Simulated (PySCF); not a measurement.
C12H9N. Atoms are numbered in the order given.

```xyz
22

C      0.0000     3.4318    -0.1987
C      0.0000     3.0473     1.1556
C      0.0000     1.6995     1.5132
C      0.0000     0.7258     0.5055
C      0.0000     1.1333    -0.8598
C      0.0000     2.4841    -1.2227
N      0.0000     0.0000    -1.6560
C      0.0000    -1.1333    -0.8598
C      0.0000    -2.4841    -1.2227
C      0.0000    -3.4318    -0.1987
C      0.0000    -3.0473     1.1556
C      0.0000    -1.6995     1.5132
C      0.0000    -0.7258     0.5055
H      0.0000     4.4940    -0.4551
H      0.0000     3.8153     1.9321
H      0.0000     1.4045     2.5652
H      0.0000     2.7887    -2.2718
H      0.0000     0.0000    -2.6662
H      0.0000    -2.7887    -2.2718
H      0.0000    -4.4940    -0.4551
H      0.0000    -3.8153     1.9321
H      0.0000    -1.4045     2.5652
```
Charge 0, spin multiplicity 1.

Geometry: B3LYP-D3(BJ)/def2-SVP.

Calculation: PBE/pcSseg-1 (PySCF).

GIAO shieldings, no solvent; atoms alike by connectivity are averaged. δ = σ(ref) − σ: ¹³C against TMS (σ = 182.0 ppm); ¹⁵N against NH3 (σ = 267.0 ppm); ¹H against TMS (σ = 31.49 ppm), references at their B3LYP-D3(BJ)/def2-TZVP geometries, non-relativistic.

| nucleus | atoms | count | δ (ppm) |
|---|---|---|---|
| ¹³C | C5, C8 | 2 | 142.2 |
| ¹³C | C1, C10 | 2 | 131.0 |
| ¹³C | C4, C13 | 2 | 128.3 |
| ¹³C | C3, C12 | 2 | 125.4 |
| ¹³C | C2, C11 | 2 | 125.0 |
| ¹³C | C6, C9 | 2 | 113.4 |
| ¹⁵N | N7 | 1 | 146.8 |
| ¹H | H16, H22 | 2 | 8.50 |
| ¹H | H14, H20 | 2 | 7.75 |
| ¹H | H15, H21 | 2 | 7.64 |
| ¹H | H17, H19 | 2 | 7.57 |
| ¹H | H18 | 1 | 7.37 |
